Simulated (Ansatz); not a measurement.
System: AlCl, charge 1, doublet. AlCl+ (parent SMILES [Al][Cl], doublet).
B3LYP-D3(BJ)/def2-TZVP minimum from Ansatz (a quantum-chemistry and plane-wave program):
```
Al
Cl 1 2.0369
```
Charge +1, spin multiplicity 2.

Hartree-Fock and CCSD(T) correlation energies in hartree (Ansatz). Radicals and triplets start from unrestricted determinants; spin-orbit coupling is neglected. Cores are frozen in correlated methods. No relativity. The spin of AlCl+ (parent SMILES [Al][Cl], doublet) was assumed, and the state is the lowest solution found for it.

```
basis        X       E(HF)  E(corr, CCSD(T))
-----------  -  ----------  ----------------
cc-pV(T+d)Z  3  -701.21093          -0.24304
cc-pV(Q+d)Z  4  -701.21653          -0.26473
cc-pV(5+d)Z  5  -701.21760          withheld
```

**Question.** Fit E(corr) = E∞ + A/X³ to X = 3 and 4, predict X = 5, and compare with the run.

**Answer.** A = (-0.24304 - (-0.26473))/(1/27 - 1/64) = 1.0130; E∞ = -0.26473 - A/64 = -0.28056; at X = 5, E∞ + A/125 = -0.27245. The run gave -0.27199, 0.46 mEh above the prediction. The same form on X = 4 and 5 gives E∞ = -0.27961, 0.95 mEh above the first estimate.
